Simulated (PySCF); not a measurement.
Atom-mapped SMILES (the numbers label the heavy atoms): `[BH3-:1][AsH2+:2][CH3:3]`. Each H is labelled by its parent atom.

Geometry: PBE0-D3(BJ)/def2-SVP; GIAO absolute shieldings from PySCF 2.14.0 with density-fitted response routines, gas phase, non-relativistic, averaged over equivalent atoms.

At PBE0/pcSseg-1 (115 basis functions, 8.2 s wall time on 1 thread of an Arm Neoverse V1, shared host):
```tsv
atoms	σ (ppm)
B1	144.5
As2	1479.3
C3	181.5
H(As2)	26.86
H(B1)	30.01
H(C3)	30.09
```

Task: What do these become at PBE0/pcSseg-2?

Result: 
```tsv
atoms	σ at PBE0/pcSseg-2	change
B1	142.6	-1.9
As2	1475.0	-4.3
C3	181.8	+0.3
H(As2)	26.81	-0.05
H(B1)	30.02	+0.01
H(C3)	30.12	+0.03
```

The largest change is at As2 (arsenic bonded to C, B, 2 H). Cost: 247 basis functions, 30 s wall time on 1 thread of an Arm Neoverse V1, shared host.

Relativistic effects, spin–orbit coupling among them, are left out; they matter for As and for the light atoms bonded to it.
